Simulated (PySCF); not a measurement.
**[Yb(H2O)7]3+ at several levels of theory**

Computed with PySCF 2.14.0 (density fitting, no spin-orbit coupling) at the geometry relaxed with BP86:

```xyz
22
[Yb(H2O)7]3+ (singlet in the valence; each metal's 4f electrons, 13 of them, lie in its core potential, out of spins and levels; a saddle point, relaxed within its symmetry)
Yb    0.0000    0.0000    0.0000
O    -0.0032    0.0000    2.3269
H     0.7698    0.0000    2.9416
H    -0.7785    0.0000    2.9388
O    -0.0032    0.0000   -2.3269
H     0.7698    0.0000   -2.9416
H    -0.7785    0.0000   -2.9388
O     2.4029    0.0000    0.0000
H     3.0158    0.0000    0.7700
H     3.0158    0.0000   -0.7700
O     0.7377    2.2686    0.0000
H     0.9037    2.8516    0.7752
H     0.9037    2.8516   -0.7752
O    -1.9383    1.4092    0.0000
H    -2.4061    1.8012    0.7721
H    -2.4061    1.8012   -0.7721
O    -1.9383   -1.4092    0.0000
H    -2.4061   -1.8012    0.7721
H    -2.4061   -1.8012   -0.7721
O     0.7377   -2.2686    0.0000
H     0.9037   -2.8516    0.7752
H     0.9037   -2.8516   -0.7752
```

```
level                                                 basis    state  HOMO (eV)  gap (eV)  charge on Yb1 (e)  population of f-type functions on Yb1 (polarisation alone where 4f lies in the core)  dipole about the centre of mass (D)  largest force component (eV/Å)
 BP86     Yb lcecp-1-SVP with ECP59, O def2-SVP, H def2-SVP  singlet     -18.99      5.27               0.87                                                                                  0.04                                 0.03                            0.01
M06-L                                              the same  singlet     -19.40      6.17               1.31                                                                                  0.03                                 0.02                            0.59
   HF                                              the same  singlet     -25.71     16.78               1.71                                                                                  0.03                                 0.03                            2.01
TPSSh                                              the same  singlet     -19.77      6.84               1.08                                                                                  0.04                                 0.03                            0.36
 BP86  Yb lcecp-1-TZVP with ECP59, O def2-TZVP, H def2-TZVP  singlet     -19.12      5.32               1.67                                                                                  0.05                                 0.03                            0.36
```

In the lcecp rows the 4f levels are missing from HOMO and gap, and the state counts the valence alone.

Charges are Mulliken's, which hang on the basis. The relaxation used the grid (50, 194), these runs (75, 302) or, all-electron (x2c bases, spin-free X2C Hamiltonian), (99, 590).

Question: What does r2SCAN with Yb lcecp-1-SVP with ECP59, O def2-SVP, H def2-SVP give here?

Answer: state singlet, HOMO (eV) -19.35, gap (eV) 6.06, charge on Yb1 (e) 1.11, population of f-type functions on Yb1 (polarisation alone where 4f lies in the core) 0.04, dipole about the centre of mass (D) 0.03, largest force component (eV/Å) 0.42. Time: 32 s on 4 threads of Arm Neoverse V1, with other jobs on the host, from an already converged density.

In the first row's basis the gap widens with exact exchange: 5.3 to 6.2 eV for BP86, r2SCAN, M06-L (none); 6.8 eV for TPSSh (a fixed share); 16.8 eV for Hartree–Fock (rising or full at long range).

An lcecp potential fixes the number of 4f electrons, so in runs with it no electron can move into or out of that shell.
